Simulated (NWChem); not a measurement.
**Correlation energy of H3Si2**

```
Si
H 1 1.4976
H 1 1.4999 2 107.61
Si 1 2.2813 2 123.35 3 165.33
H 4 1.5322 1 89.10 2 172.80
```
Charge 0, spin multiplicity 2.

Program: NWChem. Structure: optimised with UPBE0/def2-SVP, a minimum by its harmonic frequencies.

Basis set: 6-311G**. Each correlation energy counts from its own Hartree-Fock reference.

The correlated methods keep 10 core orbitals frozen. The Pople sets run with spherical d functions. The structure started from a generated list of species. No SCF solution was tested for a lower state. Open-shell Hartree-Fock references start from PBE0 orbitals. Coupled-cluster values serve here as a point of comparison, not as the truth.

```csv
method,correlation energy (mHa),remark
CCSD[T] on UHF,-215.3,spin-contaminated
CCSD[T] on ROHF,___,-
UMP2,-164.5,spin-contaminated
CCSD on UHF,___,spin-contaminated
CCSD on ROHF,-213.8,-
CCSD(T) on UHF,-215.0,spin-contaminated
CCSD(T) on ROHF,-221.2,-
SCS-UMP2,___,spin-contaminated
```

Question: Fill in the missing entries.

Answer: 
- CCSD[T] on ROHF, correlation energy (mHa): -221.5
- CCSD on UHF, correlation energy (mHa): -207.9
- SCS-UMP2, correlation energy (mHa): -174.3
